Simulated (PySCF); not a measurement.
Core-level binding energies of `C[SiH2][Si@H](O)[GeH3]`

Compound: CH10GeOSi2.
Z-matrix (Å and degrees, PBE0-D3(BJ)/def2-SVP geometry), rows numbered from 1:
```
C 
Si  1  1.8829
Si  2  2.3410  1  109.94
O   3  1.6826  2  104.57  1   -45.67
Ge  3  2.3989  2  112.51  1  -165.89
H   1  1.1005  2  111.31  3   175.90
H   1  1.1005  2  110.75  3   -63.39
H   1  1.1004  2  109.44  3    55.68
H   2  1.4989  1  111.58  3   120.56
H   2  1.4981  1  110.52  3  -119.85
H   3  1.5036  2  110.70  1    73.72
H   4  0.9620  3  116.34  2  -176.20
H   5  1.5424  3  112.42  2  -126.68
H   5  1.5436  3  109.60  2   113.51
H   5  1.5420  3  111.55  2    -5.53
```

The calculation used PySCF 2.14.0, delta-SCF UKS SCAN, pcX-2 on the ionised atom, pcseg-1 elsewhere, spin-free X2C. These are vertical core ionisation energies against the vacuum level, from separate self-consistent calculations with and without the core hole.

Task: Give the core binding energies atom by atom.

Result: 
```tsv
atom(s)	bonded to	level	binding energy (eV)	2p1/2 (eV)	above the level's lowest (eV)	count
C1	3 H and Si	C 1s	290.14	–	0.00	1
Si2	C, 2 H and Si	Si 2p3/2	106.16	106.79	0.00	1
Si2	C, 2 H and Si	Si 1s	1845.88	–	0.00	1
Si3	O, H, Ge and Si	Si 2p3/2	106.71	107.33	+0.55	1
Si3	O, H, Ge and Si	Si 1s	1846.50	–	+0.62	1
O4	H and Si	O 1s	538.29	–	0.00	1
```

The listed Si 1s values span 0.62 eV, from Si2 (bonded to C, 2 H and Si) to Si3 (bonded to O, H, Ge and Si). Summing the Pauling electronegativity differences to the bonded atoms, each weighted by its formal bond order, gives +1.25 for the lowest site and +1.95 for the highest.

Lowest listed Si 2p3/2: Si2, bonded to C, 2 H and Si. Highest, 0.55 eV above it: Si3, bonded to O, H, Ge and Si.

Task: Which effective nuclear charge Zeff reproduces each element's mean 1s value in the hydrogen-like formula E = 13.606 eV × Zeff²?

Result: C (Z = 6): mean 290.1 eV, Zeff = 4.62, Z − Zeff = 1.38; O (Z = 8): mean 538.3 eV, Zeff = 6.29, Z − Zeff = 1.71; Si (Z = 14): mean 1846.2 eV, Zeff = 11.65, Z − Zeff = 2.35. Means run over the listed sites, weighted by atom count.

The 2p values add to the ΔSCF energy of one spin-free hole a correction within the shell (spin–orbit coupling, ligand field). 2p1/2 minus 2p3/2 (ligand field included): Si 0.62 eV. No level of germanium is listed. One conformer (not necessarily the lowest) at the PBE0-D3(BJ)/def2-SVP geometry, without solvent, vibrations or thermal averaging.

On one thread, Arm Neoverse V1 (aarch64) (shared host), this took 47 s and 0.66 GiB of memory at its peak.
